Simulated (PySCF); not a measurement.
## Calculated NMR parameters of O=C(Cl)/C([SiH3])=C/C(F)(F)F

- Formula: C4H4ClF3OSi
- SMILES: O=C(Cl)/C([SiH3])=C/C(F)(F)F
- Point group of the computed structure: C1
- Degrees of unsaturation: 2
- Carbon signals: 4
- Proton signals: 2

Molfile (atoms numbered from 1):
```
C4H4ClF3OSi
     RDKit          3D

 14 13  0  0  0  0  0  0  0  0999 V2000
    1.8211    2.1196   -1.1546 O   0  0  0  0  0  0  0  0  0  0  0  0
    1.6116    1.2957   -0.3320 C   0  0  0  0  0  0  0  0  0  0  0  0
    2.8015    0.9614    0.9461 Cl  0  0  0  0  0  0  0  0  0  0  0  0
    0.4792    0.3949   -0.1602 C   0  0  0  0  0  0  0  0  0  0  0  0
    0.9284   -1.4650   -0.0239 Si  0  0  0  0  0  4  0  0  0  0  0  0
   -0.7389    0.9131   -0.0487 C   0  0  0  0  0  0  0  0  0  0  0  0
   -1.9530    0.0643    0.1622 C   0  0  0  0  0  0  0  0  0  0  0  0
   -3.0109    0.7880    0.5418 F   0  0  0  0  0  0  0  0  0  0  0  0
   -2.3204   -0.5954   -0.9512 F   0  0  0  0  0  0  0  0  0  0  0  0
   -1.7717   -0.8776    1.1064 F   0  0  0  0  0  0  0  0  0  0  0  0
    2.2159   -1.6130   -0.6962 H   0  0  0  0  0  0  0  0  0  0  0  0
   -0.1109   -2.2060   -0.7284 H   0  0  0  0  0  0  0  0  0  0  0  0
    0.9884   -1.7560    1.4037 H   0  0  0  0  0  0  0  0  0  0  0  0
   -0.9410    1.9754   -0.0872 H   0  0  0  0  0  0  0  0  0  0  0  0
  1  2  2  0
  2  3  1  0
  2  4  1  0
  4  5  1  0
  4  6  2  0
  6  7  1  0
  7  8  1  0
  7  9  1  0
  7 10  1  0
  5 11  1  0
  5 12  1  0
  5 13  1  0
  6 14  1  0
M  END
```

How the numbers were obtained: geometry: GFN2-xTB, shielding tensors at PBE0/pcSseg-1 (GIAO), in PySCF 2.14.0 with density-fitted response routines (isolated molecule, relativity neglected, single conformer, averaged over atoms made equivalent by symmetry, fast rotation or ring inversion).

Scale: TMS for ¹H (31.72 ppm), ¹³C (186.93 ppm), ²⁹Si (349.16 ppm); ¹⁹F (170.95 ppm) against CFCl3; H2O for ¹⁷O (336.08 ppm) (reference shieldings calculated alike).

| carbon | δC, type | δH (multiplicity) | HMBC from (2–3 bonds) | span of the C tensor (ppm) |
| --- | --- | --- | --- | --- |
| C2 | 178.8, C | – | H14, H11/H12/H13 | 178 |
| C4 | 156.4, C | – | H14, H11/H12/H13 | 220 |
| C6 | 142.3, CH | 6.77 (m) | H11/H12/H13 | 194 |
| C7 | 132.3, C | – | H14 | 16 |

Other nuclei:
```tsv
atoms	nucleus	environment	δ (ppm)	σ (ppm)
H11/H12/H13	¹H	hydrogen on a silicon bonded to C	4.51	27.20
F8/F9/F10	¹⁹F	fluorine of a CF3 group	-71.7	242.6
Si5	²⁹Si	silicon bonded to C, 3 H	-72.0	421.2
O1	¹⁷O	carbonyl oxygen	588.3	-252.2
```

- Carbon types of the structure: 3 × C, 1 × CH, leaving 3 H on heteroatoms.
- δC 178.8: carbonyl carbon.
- δC 156.4: α carbon of a C=C–C=O unit; as expected for a trigonal carbon in a double bond.
- δC 142.3: β carbon of a C=C–C=O unit; conjugation with the carbonyl draws π density from the β position.
- δC 132.3: CF3 carbon; 3 electronegative neighbours deshield it.
- δH 6.77: hydrogen on a β carbon of a C=C–C=O unit; attached to an sp2 carbon and in the plane of the double bond.

Carbons that carry Cl, above all several Cl atoms, come out too deshielded, partly because spin–orbit coupling is missing. Splittings by ¹⁹F in the carbon and heteronuclear signals aren't shown, as no couplings were computed. Shifts are as computed. Against solution values, carbons near 30 ppm lie about +3 ppm off and those near 130 ppm about +5 ppm; carbons on Cl a further +6 ppm. Of 1211 compounds with measured shifts, 218 miss one by over three times the rms of a fit or turn the order of signals round; such compounds aren't used in these exercises. Unscaled 19F shifts against computed CFCl3 carry errors that often reach 10 to 50 ppm. Unscaled 17O shifts of doubly bonded oxygen tend to come out too high, by tens of ppm or more. Experimental scales use liquid or dissolved standards, which lie at an offset from isolated H2O (liquid H2O: subtract about 36 ppm). No couplings were computed; multiplicities are counted from neighbouring protons, with m where these are inequivalent, close in shift, in a saturated or five-membered ring or joined by F or P, and br s for small geminal =CH2 splittings.
